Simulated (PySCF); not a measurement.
Ranking problems on computed properties.

All species are isolated and taken at one optimised geometry, non-relativistic unless stated; the electronic structure was computed with PySCF and density fitting.

The conformers computed, where there is a choice (atom-mapped SMILES and torsion angles):
- `[H]/[C:1]=[C:2]1/[CH2:3][CH2:4][C@H:5]1[C:6](=[O:7])[OH:8]`: C4–C5–C6–O7 9°, H–O8–C6–C5 -177°
- `[CH2:1][C:2](=[CH2:3])[C:4]([F:5])([F:6])[F:7]`: C1–C2–C4–F5 -178°
- `[CH3:1][CH:2][C:3]([F:4])=[C:5]([F:6])[F:7]`: C1–C2–C3–F4 0°
- `[CH2:1]=[C:2][CH2:3][C:4]([F:5])([F:6])[F:7]`: C1–C2–C3–C4 -1°, C2–C3–C4–F5 -60°
- `[F:1][C:2]([F:3])([F:4])[CH2:5][C:6]([F:7])([F:8])[Cl:9]`: F1–C2–C5–C6 66°, C2–C5–C6–F7 179°
- `[CH3:1][CH2:2][CH:3][C:4]#[C:5][C:6](=[O:7])[OH:8]`: C1–C2–C3–C4 0°, H–O8–C6–C5 180°

The conformers of `C[S@@](=O)[C@@H]1CC[CH]S1` [doublet state] aren't listed.

(1) Rank by smallest rotational constant, lowest first (GFN2-xTB).
A. `[CH2]C(=C)C(F)(F)F` [radical]
B. `CC[CH]C#CC(=O)O` [radical]
C. `C=[C]CC(F)(F)F` [radical]
D. `O=C([C@H]1/C(CC1)=[C]\[H])O` [radical]
E. `C[CH]C(F)=C(F)F` [radical]
F. `FC(F)(F)CC(F)(F)Cl`

(2) Give the two extremes of that set in cm⁻¹.

(3) Rank by isotropic g value, highest first (unrestricted B3LYP/pcH-1, mean-field spin–orbit at GFN2-xTB geometries).
A. `C[S@@](=O)[C@@H]1CC[CH]S1` [radical]
B. `C[CH]C(F)=C(F)F` [radical]
C. `C=[C]CC(F)(F)F` [radical]
D. `[CH2]C(=C)C(F)(F)F` [radical]

(4) Give the two extremes of that set as shifts from the free-electron value 2.002319.

Answers

(1) B (0.778 GHz), F (0.866 GHz), E (1.302 GHz), D (1.405 GHz), C (1.850 GHz), A (2.036 GHz).

(2) `CC[CH]C#CC(=O)O` [doublet state]: 0.0259 cm⁻¹; `[CH2]C(=C)C(F)(F)F` [doublet state]: 0.0679 cm⁻¹.

(3) A (2.00458), B (2.00328), D (2.00267), C (2.00227).

(4) `C=[C]CC(F)(F)F` [doublet state]: -50 ppm; `C[S@@](=O)[C@@H]1CC[CH]S1` [doublet state]: +2260 ppm.
